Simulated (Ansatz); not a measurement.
Cartesian coordinates (Å):
SMILES: C(#N)[C@H]1CCC[C@H](C1)B
```xyz
21

B      1.1357    -1.5491     0.9629
C      0.9881    -0.7169    -0.3645
C      1.3290     0.7745    -0.2875
C      0.2291     1.5638     0.4161
C     -1.1350     1.3214    -0.2198
C     -1.4548    -0.1809    -0.3088
C     -1.5345    -0.7559     1.0338
N     -1.4981    -1.2101     2.1001
C     -0.3481    -0.9238    -1.0811
H      1.7346    -1.1072     1.9171
H      0.8081    -2.7133     0.9619
H      1.7731    -1.2338    -0.9642
H      2.2866     0.9186     0.2365
H      1.4644     1.1784    -1.3081
H      0.1911     1.2669     1.4791
H      0.4577     2.6412     0.4042
H     -1.9279     1.8450     0.3363
H     -1.1498     1.7177    -1.2495
H     -2.4304    -0.3305    -0.7993
H     -0.5959    -1.9932    -1.1598
H     -0.3227    -0.5130    -2.1053
```
Charge 0, spin multiplicity 1.

Level of theory: frozen-core CCSD(T)/cc-pVDZ // PBE0-D3(BJ)/def2-SVP run with Ansatz (a quantum-chemistry and plane-wave program).

| Item | Value |
|---|---|
| HF energy | -351.20554 Ha |
| MP2 correlation energy | -1.20779 Ha |

Question: Estimate the CCSD correlation energy, the (T) correction, the total energy and the T1 diagnostic.

Answer: 
The CCSD correlation energy is -1.29026 Ha. The (T) correction is -0.04717 Ha and the CCSD(T) total energy comes out as -352.54297 Ha. The T1 diagnostic is 0.010.
